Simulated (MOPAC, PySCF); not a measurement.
C₃H₄O, SMILES `C=C=CO`, neutral singlet in the gas phase. 

Cartesian coordinates (Å):
```xyz
8

C      1.5672    -0.5021     0.4210
C      0.3397    -0.1819     0.1336
C     -0.9040     0.1057    -0.1304
O     -1.2745     1.1632    -0.9315
H      2.0776    -0.0892     1.2863
H      2.1374    -1.1903    -0.1961
H     -1.7090    -0.4940     0.2826
H     -2.2344     1.1885    -0.9875
```
Charge 0, spin multiplicity 1.

All levels are single points at this geometry (B3LYP-D3(BJ)/def2-TZVP); Pople sets use spherical d functions. Orbital energies aren't observables, and empty levels follow the basis.

```
level                            HOMO (eV)  LUMO (eV)  gap (eV)  dipole (D)  vertical IE, Delta-SCF (eV)
-------------------------------  ---------  ---------  --------  ----------  ---------------------------
B3LYP-D3(BJ)/def2-TZVP in PySCF      -6.37      -0.57      5.80        1.70                            –
PBE-D3(BJ)/def2-TZVP in PySCF        -5.33      -1.28      4.05        1.66                            –
B3LYP/3-21G in PySCF                 -5.84       0.20      6.04        1.95                            –
B3LYP/6-311+G** in PySCF             -6.44      -0.87      5.57        1.76                            –
B3LYP/6-31G* in PySCF                -5.96       0.08      6.04        1.78                         8.60
M06-2X/6-31G* in PySCF               -7.53       1.20      8.73        1.81                            –
PBE/6-31G* in PySCF                  -4.90      -0.73      4.18        1.76                         8.46
HF/3-21G in PySCF                    -9.16       4.39     13.54        2.13                            –
HF/STO-3G in PySCF                   -7.21       8.34     15.55        1.65                            –
AM1 in MOPAC                         -9.32       1.11     10.43        1.67                            –
PM3 in MOPAC                         -9.32       1.02     10.34        1.56                            –
PM6 in MOPAC                         -9.30       0.69      9.99        1.80                            –
PM7 in MOPAC                         -9.40       0.62     10.02        1.76                            –
```
